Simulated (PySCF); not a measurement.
Estimate the missing entries of this data sheet.

C3H13PSi2.
Cartesian coordinates in Å at the GFN2-xTB level; atoms count from 1:
```
atom  x, y, z in Å
C1     2.514    0.254   -0.698
C2     1.833   -0.001    0.638
C3     0.582   -0.864    0.498
Si4   -0.838   -0.038   -0.493
Si5   -2.902   -0.959    0.085
P6    -0.648    2.180   -0.131
H7     3.435    0.815   -0.556
H8     1.861    0.831   -1.350
H9     2.753   -0.686   -1.191
H10    2.539   -0.490    1.317
H11    1.555    0.958    1.088
H12    0.848   -1.810    0.022
H13    0.217   -1.116    1.497
H14   -0.551   -0.168   -1.938
H15   -3.289   -0.646    1.466
H16   -3.980   -0.448   -0.767
H17   -2.914   -2.418   -0.035
H18   -1.903    2.480   -0.629
H19   -1.122    2.136    1.169
```

```json
{"property": "point group of the GFN2-xTB geometry", "level": "GFN2-xTB", "value": "?"}
{"property": "rotational constants A, B, C of the GFN2-xTB geometry", "level": "GFN2-xTB", "value": "2.253, 1.055, 0.800 GHz"}
{"property": "dipole moment", "level": "CAM-B3LYP/def2-SVPD", "value": "?"}
{"property": "HOMO energy", "level": "CAM-B3LYP/def2-SVPD", "value": "?"}
{"property": "LUMO energy", "level": "CAM-B3LYP/def2-SVPD", "value": "0.89 eV"}
{"property": "lowest singlet excitation", "level": "TDDFT CAM-B3LYP/def2-SVPD", "value": "6.37 eV (195 nm, f = 0.199)"}
{"property": "strongest line among the 8 lowest singlet transitions", "level": "TDDFT CAM-B3LYP/def2-SVPD", "value": "S6 at 7.35 eV (169 nm, f = 0.218)"}
{"property": "lowest triplet excitation (Tamm–Dancoff)", "level": "TDA CAM-B3LYP/def2-SVPD", "value": "?"}
{"property": "static isotropic polarisability", "level": "CAM-B3LYP/def2-SVPD", "value": "?"}
{"property": "electronic spatial extent ⟨r²⟩ about the centre of nuclear charge", "level": "CAM-B3LYP/def2-SVPD", "value": "?"}
```

The electronic properties come from PySCF, for the isolated species, density fitting.

Question: Give the static isotropic polarisability.

Answer: 121.9 au.

Question: Give the dipole moment.

Answer: 0.85 D.

Question: The point group of the GFN2-xTB geometry?

Answer: C1.

Question: Give the electronic spatial extent ⟨r²⟩ about the centre of nuclear charge.

Answer: 1541 bohr².

Question: What is the lowest triplet excitation (Tamm–Dancoff)?

Answer: 5.39 eV.

Question: What is the HOMO energy?

Answer: -8.43 eV.

The vertical singlet–triplet gap S1 − T1 is 0.98 eV (TDDFT singlet less Tamm–Dancoff triplet; S1: HOMO→LUMO, weight 0.76; T1: HOMO→LUMO, weight 0.75). The largest Löwdin shares of the HOMO are 0.53 on P6, 0.15 on Si4, 0.11 on Si5 and 0.05 on H19. In atomic units the dipole is 0.33 e·bohr (1 au = 2.5417 D).

One conformer stands for the species.
